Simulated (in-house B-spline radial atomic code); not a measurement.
**Solving the quasi-particle equation for 4d of Sb VI (Sb5+)**

Configuration [Kr] 4d10, start HSE06; correlation leaves out the 3 deepest shells. Computed with an all-electron radial atomic-structure program (B-spline basis): all electrons, scalar-relativistic (spin-free one-electron X2C), finite nucleus, each spin shell either full or empty, empty states to l = 9 with an (l + 1/2)⁻⁴ tail; G0W0 by contour deformation at full frequency.

At the mean-field level ε = -92.184 eV the matrix elements are Σx = -49.605 eV, v_xc = -41.553 eV and Σc(ε) = -0.218 eV, and the slope of the correlation self-energy is dΣc/dω = -0.0380. The quasi-particle energy solves E = ε + Σx − v_xc + Σc(E).

Task: What does the linearised equation give?

Result: Z = 1/(1 − dΣc/dω) = 1/1.0380 = 0.9634. The first-order shift is Σx − v_xc + Σc(ε) = -49.605 − (-41.553) + (-0.218) = -8.270 eV, so E ≈ ε + Z × shift = -92.184 + 0.9634 × (-8.270) = -100.151 eV.

Task: How does that compare with the full solution and with static screening?

Result: Solving the equation at full frequency dependence gives E = -100.138 eV, where Σc = 0.099 eV and the weight is 0.960; the linearised value is off by 14 meV. Leaving Z out would give -100.454 eV. Static COHSEX puts -3.687 eV in place of Σc and gives -103.923 eV, 3.78 eV deeper. The tabulated removal energy is 99.51 ± 0.05 eV (NIST, measured); the run leaves out spin-orbit coupling, Breit and QED terms.
